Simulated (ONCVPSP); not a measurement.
u(r) = r·R(r): atom against pseudo-atom (P)

Columns: radius, all-electron u(r) and pseudo u(r) of the 3s shell (level -28.48 eV) of phosphorus in the configuration [Ne] 3s2 3p1.5; PBE, scalar-relativistic, ONCV scheme, ONCVPSP 4.0.1.

| r (bohr) | all-electron | pseudo |
| --- | --- | --- |
| 0.072 | 0.1942 | 0.0170 |
| 0.145 | -0.0239 | 0.0360 |
| 0.217 | -0.2439 | 0.0581 |
| 0.290 | -0.3712 | 0.0850 |
| 0.362 | -0.3993 | 0.1168 |
| 0.435 | -0.3521 | 0.1544 |
| 0.507 | -0.2572 | 0.1968 |
| 0.580 | -0.1334 | 0.2448 |
| 0.652 | 0.0000 | 0.2964 |
| 0.725 | 0.1355 | 0.3526 |
| 0.798 | 0.2640 | 0.4117 |
| 0.870 | 0.3795 | 0.4722 |
| 0.942 | 0.4815 | 0.5334 |
| 1.015 | 0.5702 | 0.5945 |
| 1.088 | 0.6443 | 0.6527 |
| 1.160 | 0.7037 | 0.7047 |
| 1.232 | 0.7503 | 0.7491 |
| 1.305 | 0.7854 | 0.7845 |
| 1.378 | 0.8093 | 0.8091 |
| 1.450 | 0.8230 | 0.8229 |
| 1.522 | 0.8279 | 0.8279 |
| 1.595 | 0.8253 | 0.8253 |
| 1.668 | 0.8161 | 0.8161 |
| 1.740 | 0.8016 | 0.8016 |
| 1.812 | 0.7826 | 0.7826 |
| 1.885 | 0.7597 | 0.7597 |

How many radial nodes do the two functions have?

The all-electron 3s function has n − l − 1 = 2 (the table is too coarse to show those close to the nucleus); the pseudo-wave has 0, since the states of the same l below it are removed with the core.

At about which radius was the pseudo-wave matched?

1.45 bohr, where the columns begin to agree (steps of 0.07 bohr).

Where does each function peak?

Outermost all-electron maximum near 1.52 bohr, pseudo maximum near 1.52 bohr (to the table’s step).

Is the pseudo-wave norm-conserving?

Yes: the ONCV scheme keeps the norm inside the radius equal to the all-electron one, which fixes the energy derivative of the logarithmic derivative at the level.
